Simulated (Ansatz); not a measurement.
`c1csc(-c2ccc(-c3ccc(-c4cccs4)s3)s2)c1`, 30 atoms. Hardware: 2 threads of AMD EPYC 7R13 on a shared host and a share (18 GiB) of an NVIDIA H100 80GB HBM3.

Single mean-field runs in def2-TZVP are fitted with def2-universal-jkfit.

How many basis functions does each of these Ansatz runs have, and roughly what does it cost? PBE-D4/def2-TZVP, charge 0 triplet at the geometry of the charge 0 singlet, energy, from earlier orbitals; PBE0-D4/def2-TZVP, charge -1 doublet at the geometry of the charge 0 singlet, energy; PBE0-D4/def2-TZVP, charge 1 doublet at the geometry of the charge 0 singlet, energy; PBE0-D4/def2-TZVP, charge 0 triplet at the geometry of the charge 0 singlet, energy; PBE0-D4/def2-TZVP, charge 0 singlet, energy and forces, from earlier orbitals; PBE-D4/def2-SVP, charge 0 singlet, relaxation, 4 steps; PBE0-D4/def2-SVP, charge 0 singlet, energy, from earlier orbitals; r2SCAN-D4/def2-TZVP, charge 0 singlet, energy, from earlier orbitals; PBE-D4/def2-TZVP, charge 1 doublet at the geometry of the charge 0 singlet, energy, from earlier orbitals; PBE-D4/def2-TZVP, charge 0 singlet, energy and forces, from earlier orbitals; PBE-D4/def2-SVP, charge 0 singlet, energy, from earlier orbitals; PBE-D4/def2-TZVP, charge -1 doublet at the geometry of the charge 0 singlet, energy, from earlier orbitals.

Other jobs shared the machine, so times can vary by a factor of up to 3.

```csv
run,functions,fitting or Cholesky vectors,wall time,peak host memory (GiB)
"PBE0-D4/def2-SVP, charge 0 singlet, energy, from earlier orbitals",346,3488,4.2 s,0.97
"PBE-D4/def2-TZVP, charge 0 triplet at the geometry of the charge 0 singlet, energy, from earlier orbitals",704,1892,6 s,1.1
"PBE-D4/def2-SVP, charge 0 singlet, energy, from earlier orbitals",346,3928,6.5 s,1
"PBE-D4/def2-TZVP, charge -1 doublet at the geometry of the charge 0 singlet, energy, from earlier orbitals",704,1892,6.5 s,1.1
"r2SCAN-D4/def2-TZVP, charge 0 singlet, energy, from earlier orbitals",704,1892,8 s,1.1
"PBE-D4/def2-TZVP, charge 1 doublet at the geometry of the charge 0 singlet, energy, from earlier orbitals",704,1892,8.5 s,1.1
"PBE-D4/def2-TZVP, charge 0 singlet, energy and forces, from earlier orbitals",704,1892,9 s,1
"PBE0-D4/def2-TZVP, charge -1 doublet at the geometry of the charge 0 singlet, energy",704,1892,9 s,1.3
"PBE0-D4/def2-TZVP, charge 0 singlet, energy and forces, from earlier orbitals",704,1892,10 s,1.2
"PBE0-D4/def2-TZVP, charge 0 triplet at the geometry of the charge 0 singlet, energy",704,1892,12 s,1.3
"PBE-D4/def2-SVP, charge 0 singlet, relaxation, 4 steps",346,3928,17 s,1
"PBE0-D4/def2-TZVP, charge 1 doublet at the geometry of the charge 0 singlet, energy",704,1892,17 s,1.3
```
